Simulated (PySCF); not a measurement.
## `Cc1ccc(F)pc1` in a uniform electric field

Species: C6H6FP.
SMILES with atom numbers: `[CH3:1][c:2]1[cH:3][cH:4][c:5]([F:6])[p:7][cH:8]1` (hydrogens: H9, H10, H11 on C1; H12 on C3; H13 on C4; H14 on C8)

Geometry (PBE0-D3(BJ)/def2-SVP, Å), atoms numbered from 1 in this order:
```
atom  x, y, z in Å
C1    -2.0636   -0.3278    0.4461
C2    -0.6356    0.0401    0.1466
C3     0.3256   -0.9654   -0.0169
C4     1.6614   -0.7208   -0.3270
C5     2.1721    0.5557   -0.5039
F6     3.4740    0.6552   -0.7947
P7     1.2768    2.0505   -0.3706
C8    -0.2790    1.3835    0.0074
H9    -2.1332   -1.3015    0.9518
H10   -2.6519   -0.3965   -0.4841
H11   -2.5479    0.4257    1.0837
H12    0.0139   -2.0062    0.1069
H13    2.3575   -1.5579   -0.4370
H14   -1.0696    2.1294    0.1527
```

Level: PBE0/def2-SVPD (PySCF); nuclei fixed, core orbitals frozen in the response. Permanent dipole (-2.412, -1.723, 0.566) D (1 au = 2.5417 D). Static polarisability (au):

```
x   113.94   6.62 -11.80
y     6.62 108.72  -3.60
z   -11.80  -3.60  62.20
```

Only the terms in μ and α are kept: μ(F) = μ + αF and ΔE = −μ·F − ½ F·αF.

Q: What do fields of 0.411 V/Å (0.008 au) along the six axis directions do?

A: 
```csv
field along,induced x (D),induced y (D),induced z (D),total size (D),−μ·F (kJ/mol),−½F·αF (kJ/mol)
+x,2.317,0.135,-0.240,1.624,+19.932,-9.573
−x,-2.317,-0.135,0.240,5.144,-19.932,-9.573
+y,0.135,2.211,-0.073,2.381,+14.238,-9.134
−y,-0.135,-2.211,0.073,4.729,-14.238,-9.134
+z,-0.240,-0.073,1.265,3.689,-4.677,-5.226
−z,0.240,0.073,-1.265,2.816,+4.677,-5.226
```

Q: For the field (-0.0072, -0.0056, -0.0056) au, what is the induced dipole, and what angle does it make with the field?

A: αF = (-2.011, -1.617, -0.618) D, at 18.1° to the field. The polarisability along this direction, F·αF/F², is 92.73 au, against a mean of 94.95 au.

Q: Which field along μ doubles the dipole in that direction (linear response)?

A: The polarisability along the dipole is 120.77 au, so F = 1.1873 au / 120.77 au = 0.0098 au = 0.51 V/Å; higher-order terms are ignored.

Q: What field makes μF equal to kT at 100 K?

A: kT = 0.3167 × 10⁻³ Eh, so F = 0.000267 au = 1.37 MV/cm.

Q: A unit point charge sits 11 Å away. Estimate the induction energy −αe²/2R⁴ with the mean polarisability, treating the molecule as a point.

A: R = 20.79 bohr, so the energy is −95.0/(2 × 20.79⁴) Eh = -0.668 kJ/mol. The charge–dipole term at its most favourable orientation, −μe/R², is -7.21 kJ/mol.

Isolated species at its PBE0-D3(BJ)/def2-SVP geometry, gas phase.
